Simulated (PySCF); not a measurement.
Compound: N-isopropylethylenediamine, C5H14N2.
Cartesian coordinates in Å at the GFN2-xTB level; atoms count from 1:
```xyz
21
C5H14N2 angstrom
C     -1.582    1.405   -1.370
C     -1.007    0.050   -0.961
C     -2.116   -0.861   -0.418
N      0.081    0.283   -0.026
C      0.919   -0.857    0.283
C      2.129   -0.386    1.106
N      2.924    0.636    0.455
H     -0.790    2.046   -1.745
H     -2.333    1.280   -2.146
H     -2.046    1.892   -0.515
H     -0.562   -0.426   -1.845
H     -2.567   -0.419    0.469
H     -1.719   -1.839   -0.155
H     -2.889   -0.999   -1.169
H     -0.286    0.683    0.833
H      0.398   -1.657    0.837
H      1.267   -1.278   -0.668
H      2.774   -1.242    1.322
H      1.778    0.026    2.057
H      3.305    0.271   -0.413
H      2.313    1.408    0.205
```

Computed at PBE0/pcSseg-1 (PySCF, non-relativistic), with Q(14N) = 0.02044 b: N4, 14N (I = 1): χzz = -5.895 MHz, η = 0.042; N7, 14N (I = 1): χzz = -5.456 MHz, η = 0.166.

**Question.** Where would the pure quadrupole (NQR) lines of 14N at N4 fall for the rigid, isolated species?

**Answer.** From ν± = (3/4)|χ|(1 ± η/3) and ν0 = |χ|η/2: ν+ 4.483 MHz, ν− 4.359 MHz, ν0 0.125 MHz (secondary amine nitrogen).

**Question.** Where would the pure quadrupole (NQR) lines of 14N at N7 fall for the rigid, isolated species?

**Answer.** From ν± = (3/4)|χ|(1 ± η/3) and ν0 = |χ|η/2: ν+ 4.318 MHz, ν− 3.866 MHz, ν0 0.452 MHz (primary amine nitrogen).

In a crystal, neighbours and librations shift these lines. GFN2-xTB bond lengths can be off by several hundredths of an ångström, more for odd bonds, and the gradients follow them. With a basis this small, the couplings can be 20 % off.

One conformer stands for the species.
